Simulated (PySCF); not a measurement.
PySCF 2.14 output of an unrestricted B97-3 calculation on a single atom or ion in dyall-av3z (15s9p3d2f, 71 functions), with the spin-free X2C one-electron Hamiltonian (Gaussian nucleus):

```
SCF conv_tol = 1e-09
number electrons alpha = 4  beta = 2
    T. W. Keal and D. J. Tozer.,  J. Chem. Phys. 123, 121103 (2005)
cycle= 1 E= -72.0915214696698  delta_E= -0.00394  |g|= 0.0113  |ddm|= 0.175
cycle= 2 E= -72.0915879853681  delta_E= -6.65e-05  |g|= 0.00163  |ddm|= 0.0433
cycle= 3 E= -72.0915924476635  delta_E= -4.46e-06  |g|= 0.000281  |ddm|= 0.0105
cycle= 4 E= -72.0915926785667  delta_E= -2.31e-07  |g|= 4.55e-05  |ddm|= 0.00173
cycle= 5 E= -72.0915926837191  delta_E= -5.15e-09  |g|= 5.54e-06  |ddm|= 0.00024
cycle= 6 E= -72.0915926837812  delta_E= -6.2e-11  |g|= 6.27e-07  |ddm|= 4.84e-05
converged SCF energy = -72.0915926837812  <S^2> = 2.0011108  2S+1 = 3.0007405
```

The run itself started from symmetry-adapted Hartree-Fock orbitals and held the occupation by maximum overlap, on a logarithmic radial grid, so the iterations belong to that start.

Which element, charge and spin multiplicity is this?

O(2+) (oxygen, charge +2), multiplicity 3; the state was [He] 2s2 2p1 3s1, high-spin 3P determinant (an excited configuration).

The outer electron is Rydberg-like, and this basis confines it to a smaller radius and binds it less than a complete one would.
